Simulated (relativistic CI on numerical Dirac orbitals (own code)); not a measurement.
## Ru5+: 3p photoemission

Computed with this model: Dirac-Coulomb-Breit CI, orbitals from a KLI potential per configuration, QED by a radiative potential, valence Slater integrals scaled by 0.8, multiplet model of photoemission in the sudden approximation; configurations [Kr] 4d3 → [Ne] 3s2 3p5 3d10 4s2 4p6 4d3; 80 K; Lorentzian 2 eV and Gaussian 0.6 eV FWHM. Energies are those of the free ion, without screening or charge transfer. The energies are binding energies and can lie tens of eV above those of solids. S is read from ⟨S²⟩ = S(S + 1).

free ion: ground-state S = 1.48, centroid 556.35 eV. Peaks (eV, height): 548.6 (100), 571.4 (54).

Strongest unbroadened transitions for free ion:

```
Energy (eV)  Relative strength
     548.38               78.4
     548.45               36.4
     548.50               57.9
     548.72               19.7
     549.02              100.0
     549.33               20.7
     549.73                1.9
     550.52                3.4
     550.61                0.6
     550.64                0.9
     550.66                1.4
     550.99                2.2
     551.18                0.5
     551.66                0.5
     571.31               85.2
     571.65               59.9
     571.78               16.6
     573.13                0.7
```
